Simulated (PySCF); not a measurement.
From one molecule to another.

First species: C8H9N.
Numbering: `[CH2:1]=[C:2]1[CH2:3][C@@H:4]1[n:5]1[cH:6][cH:7][cH:8][cH:9]1` (hydrogens: H10, H11 on C1; H12, H13 on C3; H14 on C4; H15 on C6; H16 on C7; H17 on C8; H18 on C9)

Second species: C9H10.
Geometry (GFN2-xTB, Å), atoms numbered from 1 in this order:
```xyz
19
C9H10 angstrom
C     -2.2323   -1.1509   -1.7126
C     -1.8328   -0.4904   -0.6205
C     -2.8161   -0.0282    0.4146
C     -0.4303   -0.2125   -0.4172
C      0.1037    0.4377    0.6385
C      1.4898    0.6582    0.7545
C      2.5296    1.1595    1.4378
C      2.8256    0.4883    0.2019
C      3.6670    0.0582   -0.7107
H     -3.2693   -1.3759   -1.8949
H     -1.5313   -1.4864   -2.4580
H     -2.5950   -0.4855    1.3780
H     -3.8285   -0.2984    0.1266
H     -2.7653    1.0533    0.5320
H      0.2410   -0.5648   -1.1899
H     -0.5158    0.8150    1.4419
H      2.8923    1.6843    2.2889
H      3.3303   -0.4752   -1.5832
H      4.7274    0.2230   -0.6198
```

Levels: PBE0/pcSseg-1 for dipole moment, HOMO energy, LUMO energy and HOMO–LUMO gap; GFN2-xTB for rotational constant A and rotational constant C. Geometries: GFN2-xTB. All species are isolated and taken at one optimised geometry, non-relativistic unless stated; the electronic structure was computed with PySCF and density fitting.

Dipoles, sizes and rotational constants follow the conformer. The torsions of the flexible species, by atom-mapped SMILES:
- `[CH2:1]=[C:2]1[CH2:3][C@@H:4]1[n:5]1[cH:6][cH:7][cH:8][cH:9]1`: C3–C4–N5–C6 -126°
- `[CH2:1]=[C:2]([CH3:3])/[CH:4]=[CH:5]/[C:6]1=[CH:7][C:8]1=[CH2:9]`: C1–C2–C4–C5 180°, C4–C5–C6–C7 180°

Values for the first species:

* Dipole moment: 2.14 D
* HOMO energy: -6.03 eV
* LUMO energy: -0.31 eV
* HOMO–LUMO gap: 5.72 eV
* Rotational constant A: 4.035 GHz
* Rotational constant C: 0.974 GHz

Question: Estimate the same properties for the second species, and the change in each.

Answer: 
```json
{"property": "dipole moment", "first": "2.14 D", "second": "2.56 D", "second less first": "+0.42 D"}
{"property": "HOMO energy", "first": "-6.03 eV", "second": "-5.68 eV", "second less first": "+0.35 eV"}
{"property": "LUMO energy", "first": "-0.31 eV", "second": "-1.95 eV", "second less first": "-1.64 eV"}
{"property": "HOMO–LUMO gap", "first": "5.72 eV", "second": "3.73 eV", "second less first": "-1.99 eV"}
{"property": "rotational constant A", "first": "4.035 GHz", "second": "4.013 GHz", "second less first": "-0.022 GHz"}
{"property": "rotational constant C", "first": "0.974 GHz", "second": "0.635 GHz", "second less first": "-0.339 GHz"}
```

On the first: In atomic units the dipole is 0.84 e·bohr (1 au = 2.5417 D).

On the second: The dipole matches unit charges of opposite sign 0.53 Å apart (1 e·Å = 4.8032 D).
